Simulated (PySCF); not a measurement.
PySCF job for F₂Ge, SMILES [F][Ge][F] (connectivity only; charge and spin as stated), charge +1, multiplicity 2, TDA-ωB97X/def2-SVPD. The structure is a stationary point at B3LYP-D3(BJ)/def2-TZVP. The multiplicity is an assumed one; other spin states were not compared. The isomer is the one that the SMILES or the coordinates give; other isomers of the formula were not compared.

```python
import numpy as np
from pyscf import gto, scf, dft, tdscf

mol = gto.M(
    atom='''
    Ge    0.00000000    0.00000000    0.31739809
    F     0.00000000    1.44437086   -0.56426328
    F     0.00000000   -1.44437087   -0.56426328
    ''',
    basis='def2-SVPD',
    charge=1,
    spin=1,
    max_memory=1600,
    verbose=4,
)
mf = dft.UKS(mol, xc='wb97x').density_fit(auxbasis='def2-universal-jkfit')
mf.grids.level = 3
mf.conv_tol = 1e-9
mf.max_cycle = 100
mf.kernel()
fine, coarse = mf.grids, dft.Grids(mol).set(level=1).build(with_non0tab=True)
for _ in range(3):  # follow internal instabilities
    mf.grids = coarse
    mo, _, stable, _ = mf.stability(return_status=True, nroots=4)
    mf.grids = fine
    if stable:
        break
    mf.kernel(mf.make_rdm1(mo, mf.mo_occ))
mf.grids = dft.Grids(mol).set(level=1).build(with_non0tab=True)  # coarser grid for the response kernel
td = tdscf.TDA(mf)
td.nstates = 10
td.conv_tol = 1e-4
td.positive_eig_threshold = 1e-6
td.kernel(x0=td.get_init_guess(mf, 15))
td.analyze()
```

It prints:

```
PySCF version 2.14.0

[INPUT] verbose = 4
[INPUT] num. atoms = 3
[INPUT] num. electrons = 49
[INPUT] charge = 1
[INPUT] spin (= nelec alpha-beta = 2S) = 1
[INPUT] symmetry False subgroup None
[INPUT] Mole.unit = angstrom
[INPUT] Symbol           X                Y                Z      unit          X                Y                Z       unit  Magmom
[INPUT]  1 Ge     0.000000000000   0.000000000000   0.317398090000 AA    0.000000000000   0.000000000000   0.599795462560 Bohr   0.0
[INPUT]  2 F      0.000000000000   1.444370860000  -0.564263280000 AA    0.000000000000   2.729465347703  -1.066303061349 Bohr   0.0
[INPUT]  3 F      0.000000000000  -1.444370870000  -0.564263280000 AA    0.000000000000  -2.729465366600  -1.066303061349 Bohr   0.0

nuclear repulsion = 194.962429120737
number of shells = 32
number of NR pGTOs = 146
number of NR cGTOs = 84
basis = def2-SVPD
ecp = {}


[settings echo left out]
init E= -2275.66978090854
  alpha nocc = 25  HOMO = -0.309350421797316  LUMO = -0.0543877800791019
  beta  nocc = 24  HOMO = -0.583441366951496  LUMO = -0.309350421797317

WARN: HOMO -0.309350421797316 >= LUMO -0.309350421797317

cycle= 1 E= -2275.78852258858  delta_E= -0.119  |g|= 0.584  |ddm|= 1.66
  alpha nocc = 25  HOMO = -0.697155096815908  LUMO = -0.350091955359928
  beta  nocc = 24  HOMO = -0.712628616249678  LUMO = -0.493322599373952
  HOMO = -0.697155096816  LUMO = -0.493322599374  gap/eV = 5.54656
cycle= 2 E= -2275.74224177542  delta_E= 0.0463  |g|= 0.805  |ddm|= 1.44
  alpha nocc = 25  HOMO = -0.744860723974752  LUMO = -0.309030106114013
  beta  nocc = 24  HOMO = -0.834988138781779  LUMO = -0.479657523321547
  HOMO = -0.744860723975  LUMO = -0.479657523322  gap/eV = 7.21655
cycle= 3 E= -2275.93422333207  delta_E= -0.192  |g|= 0.0638  |ddm|= 0.591
  alpha nocc = 25  HOMO = -0.725412901960459  LUMO = -0.285333659469172
  beta  nocc = 24  HOMO = -0.812033651439482  LUMO = -0.44921434460062
  HOMO = -0.72541290196  LUMO = -0.449214344601  gap/eV = 7.51575
cycle= 4 E= -2275.93549900047  delta_E= -0.00128  |g|= 0.0254  |ddm|= 0.073
  alpha nocc = 25  HOMO = -0.724084653050856  LUMO = -0.279253528969817
  beta  nocc = 24  HOMO = -0.814252756443409  LUMO = -0.442027909409533
  HOMO = -0.724084653051  LUMO = -0.44202790941  gap/eV = 7.67515
cycle= 5 E= -2275.93579416521  delta_E= -0.000295  |g|= 0.00725  |ddm|= 0.0376
  alpha nocc = 25  HOMO = -0.723903819923275  LUMO = -0.278414121891008
  beta  nocc = 24  HOMO = -0.81316300853441  LUMO = -0.440155461793068
  HOMO = -0.723903819923  LUMO = -0.440155461793  gap/eV = 7.72119
cycle= 6 E= -2275.93583853473  delta_E= -4.44e-05  |g|= 0.00176  |ddm|= 0.0171
  alpha nocc = 25  HOMO = -0.724200394241316  LUMO = -0.278737242897124
  beta  nocc = 24  HOMO = -0.812973284769207  LUMO = -0.440273244776794
  HOMO = -0.724200394241  LUMO = -0.440273244777  gap/eV = 7.72605
cycle= 7 E= -2275.93584389311  delta_E= -5.36e-06  |g|= 0.000457  |ddm|= 0.0068
  alpha nocc = 25  HOMO = -0.724274024769167  LUMO = -0.27877601927144
  beta  nocc = 24  HOMO = -0.81305218686293  LUMO = -0.440265980628304
  HOMO = -0.724274024769  LUMO = -0.440265980628  gap/eV = 7.72825
cycle= 8 E= -2275.93584438588  delta_E= -4.93e-07  |g|= 0.000149  |ddm|= 0.00182
  alpha nocc = 25  HOMO = -0.724255108421063  LUMO = -0.278762252195528
  beta  nocc = 24  HOMO = -0.813065179545175  LUMO = -0.440248975975383
  HOMO = -0.724255108421  LUMO = -0.440248975975  gap/eV = 7.72820
cycle= 9 E= -2275.93584446062  delta_E= -7.47e-08  |g|= 4.4e-05  |ddm|= 0.000683
  alpha nocc = 25  HOMO = -0.72425100103018  LUMO = -0.278760611293795
  beta  nocc = 24  HOMO = -0.813056319611387  LUMO = -0.4402476935394
  HOMO = -0.72425100103  LUMO = -0.440247693539  gap/eV = 7.72812
cycle= 10 E= -2275.93584446952  delta_E= -8.9e-09  |g|= 1.4e-05  |ddm|= 0.000267
  alpha nocc = 25  HOMO = -0.724248791032144  LUMO = -0.278757643200652
  beta  nocc = 24  HOMO = -0.81305685703674  LUMO = -0.440243832324499
  HOMO = -0.724248791032  LUMO = -0.440243832324  gap/eV = 7.72817
cycle= 11 E= -2275.93584447015  delta_E= -6.32e-10  |g|= 3.82e-06  |ddm|= 7.73e-05
  alpha nocc = 25  HOMO = -0.724249734290004  LUMO = -0.278758669364587
  beta  nocc = 24  HOMO = -0.813056173442652  LUMO = -0.440244722944143
  HOMO = -0.72424973429  LUMO = -0.440244722944  gap/eV = 7.72817
Extra cycle  E= -2275.93584447019  delta_E= -3.46e-11  |g|= 3.59e-06  |ddm|= 1.05e-05
converged SCF energy = -2275.93584447019  <S^2> = 0.75542883  2S+1 = 2.0054215
tot grids = 18016
uhf_internal: lowest eigs of H = [0.25266547 0.26058116 0.30951996 0.31526827]
<class 'pyscf.df.df_jk.DFUKS'> wavefunction is stable in the internal stability analysis
tot grids = 18016
Overwritten attributes  positive_eig_threshold  of <class 'pyscf.tdscf.uks.TDA'>


******** <class 'pyscf.tdscf.uks.TDA'> for <class 'pyscf.df.df_jk.DFUKS'> ********
nstates = 10
deg_eia_thresh = 1.000e-03
wfnsym = None
conv_tol = 0.0001
eigh lindep = 1e-12
eigh level_shift = 0
eigh max_cycle = 100


Excitation energies (eV)
[3.51691638 3.6412191  4.2841055  4.35910869 5.34984148 5.39954992
 7.51230009 7.97590161 7.99362533 8.18846851]

** Excitation energies and oscillator strengths **
Excited State   1:      3.51692 eV    352.54 nm  f=0.0001
      24b ->   25b      0.98432
Excited State   2:      3.64122 eV    340.50 nm  f=0.0000
      21b ->   28b     -0.10054
      23b ->   25b      0.98967
Excited State   3:      4.28411 eV    289.41 nm  f=0.0022
      25a ->   26a     -0.12203
      21b ->   25b     -0.98055
      23b ->   28b      0.11310
Excited State   4:      4.35911 eV    284.43 nm  f=0.0151
      19b ->   25b     -0.11372
      22b ->   25b     -0.97490
      24b ->   28b      0.10552
Excited State   5:      5.34984 eV    231.75 nm  f=0.0460
      23a ->   26a      0.19150
      25a ->   28a     -0.10806
      20b ->   25b     -0.94356
      23b ->   26b      0.13590
Excited State   6:      5.39955 eV    229.62 nm  f=0.0699
      25a ->   26a     -0.98267
      21b ->   25b      0.12051
Excited State   7:      7.51230 eV    165.04 nm  f=0.0053
      22a ->   26a      0.23970
      25a ->   27a      0.45585
      19b ->   25b      0.83091
Excited State   8:      7.97590 eV    155.45 nm  f=0.0005
      23a ->   26a      0.72502
      23b ->   26b     -0.67464
Excited State   9:      7.99363 eV    155.10 nm  f=0.0000
      24a ->   26a      0.89523
      24b ->   26b      0.43152
Excited State  10:      8.18847 eV    151.41 nm  f=0.0000
      24a ->   26a      0.43294
      24b ->   26b     -0.89563

** Transition electric dipole moments (AU) **
state          X           Y           Z        Dip. S.      Osc.
  1         0.0000     -0.0306     -0.0000      0.0009      0.0001
  2        -0.0000      0.0000     -0.0000      0.0000      0.0000
  3         0.1445      0.0000      0.0000      0.0209      0.0022
  4        -0.0000      0.0000      0.3766      0.1418      0.0151
  5        -0.0000      0.5925      0.0000      0.3511      0.0460
  6        -0.7267     -0.0000     -0.0000      0.5281      0.0699
  7         0.0000     -0.0000      0.1695      0.0287      0.0053
  8        -0.0000     -0.0511      0.0000      0.0026      0.0005
  9         0.0000     -0.0000      0.0000      0.0000      0.0000
 10         0.0000      0.0000     -0.0000      0.0000      0.0000

** Transition velocity dipole moments (imaginary part, AU) **
state          X           Y           Z        Dip. S.      Osc.
  1         0.0000      0.0300     -0.0000      0.0009      0.0046
  2        -0.0000     -0.0000     -0.0000      0.0000      0.0000
  3         0.0204     -0.0000      0.0000      0.0004      0.0018
  4        -0.0000      0.0000      0.0114      0.0001      0.0005
  5        -0.0000      0.0279      0.0000      0.0008      0.0026
  6        -0.0502     -0.0000     -0.0000      0.0025      0.0085
  7         0.0000     -0.0000     -0.0262      0.0007      0.0017
  8        -0.0000     -0.0013      0.0000      0.0000      0.0000
  9         0.0000     -0.0000      0.0000      0.0000      0.0000
 10         0.0000      0.0000     -0.0000      0.0000      0.0000

** Transition magnetic dipole moments (imaginary part, AU) **
state          X           Y           Z
  1         0.2786     -0.0000     -0.0000
  2        -0.0000      0.0000     -0.0360
  3        -0.0000     -0.0838     -0.0000
  4         0.0000      0.0000     -0.0000
  5         0.3915      0.0000      0.0000
  6        -0.0000      0.8169     -0.0000
  7        -0.0000     -0.0000     -0.0000
  8        -0.0284      0.0000     -0.0000
  9        -0.0000     -0.0000      0.1334
 10         0.0000     -0.0000      0.2389
```

Self-consistency was reached.
